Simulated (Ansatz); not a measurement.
Other settings, tried on Li12.

```yaml
crystal:
  periodic: [false, false, false]
  atoms:
    - {symbol: Li, position_ang: [-0.114991, 2.373151, 0.579360]}
    - {symbol: Li, position_ang: [-2.805970, -1.592377, -1.470613]}
    - {symbol: Li, position_ang: [-3.099565, 1.624903, -0.934227]}
    - {symbol: Li, position_ang: [1.032127, -1.895040, -1.185301]}
    - {symbol: Li, position_ang: [1.100011, -0.216042, 1.639473]}
    - {symbol: Li, position_ang: [2.071592, 0.787706, -0.703324]}
    - {symbol: Li, position_ang: [-0.615268, 0.633558, -2.748633]}
    - {symbol: Li, position_ang: [-0.969814, -2.529937, 0.983986]}
    - {symbol: Li, position_ang: [-2.465031, 0.200067, 1.703947]}
    - {symbol: Li, position_ang: [3.688032, -1.296075, 0.727853]}
    - {symbol: Li, position_ang: [-0.931031, -0.100888, -0.336765]}
    - {symbol: Li, position_ang: [3.109897, 2.010953, 1.744234]}
basis:
  gaussian: {orbitals: def2-SVPD}
hamiltonian: {xc: {name: LC-wPBE}}
scf: {omitted_lower_state_checks: [starts]}
output: {forces: true}
```

```sh
$ ansatz run in.yaml --threads 4 --pin off --events-out ev --progress --plain --max-ram 3916MiB
```

Shortened log:

```
Functional definition: LC-wPBE
1788 factors; their error is unknown
1104 factors; integrals over basis functions are off by at most 3.5e-5 eV
mean field evaluation 1: about -2443.8946 eV, gradient 2.1e1 eV
mean field evaluation 2: about -2445.2388 eV, gradient 1.4e1 eV
mean field evaluation 4: about -2446.9578 eV, gradient 6.7e-1 eV
mean field evaluation 8: about -2448.7141 eV, gradient 2.5e-1 eV
mean field evaluation 16: about -2448.5485 eV, gradient 9.6e-3 eV
mean field -2448.54856064 eV, -89.9824999176 hartree, gradient 7.4e-5 eV, S^2 0.000000; 0 other end points of the search recorded, 0 dependent functions left out
reference -2448.54856064 eV, -89.9824999178 hartree; 18, 18 occupied and 126, 126 virtual orbitals, 1788 factors
Total energy: -2448.54856064 eV, -89.9824999178 hartree
Atom 0 at    -0.114991     2.373151     0.579360 Å, force     0.002903    -0.002508     0.010883 eV/Å
Atom 1 at    -2.805970    -1.592377    -1.470613 Å, force    -0.018063    -0.044868    -0.033826 eV/Å
Atom 2 at    -3.099565     1.624903    -0.934227 Å, force    -0.047527     0.053811    -0.015205 eV/Å
Atom 3 at     1.032127    -1.895040    -1.185301 Å, force    -0.029629     0.018077    -0.038556 eV/Å
Atom 4 at     1.100011    -0.216042     1.639473 Å, force     0.024001     0.035963    -0.035676 eV/Å
Atom 5 at     2.071592     0.787706    -0.703324 Å, force    -0.022193    -0.025082     0.036958 eV/Å
Atom 6 at    -0.615268     0.633558    -2.748633 Å, force     0.042783    -0.023704    -0.017128 eV/Å
Atom 7 at    -0.969814    -2.529937     0.983986 Å, force     0.007323    -0.017093     0.035023 eV/Å
Atom 8 at    -2.465031     0.200067     1.703947 Å, force     0.020251    -0.012378     0.019176 eV/Å
Atom 9 at     3.688032    -1.296075     0.727853 Å, force     0.045109    -0.047029    -0.001339 eV/Å
Atom 10 at    -0.931031    -0.100888    -0.336765 Å, force    -0.056652     0.009878    -0.001959 eV/Å
Atom 11 at     3.109897     2.010953     1.744234 Å, force     0.031693     0.054932     0.041647 eV/Å
Dipole moment:    -0.200684    -0.018934     0.002986 e Å
Checks for a lower state left out: starts
```

It took 7 s on 4 threads of Arm Neoverse V2 on a shared host.

LC-ωPBE has ω = 0.4 bohr⁻¹. The restricted singlet is unstable towards broken spin symmetry in Hartree–Fock (as tested in another run); at RKS LC-ωPBE/def2-SVPD this wasn't settled.
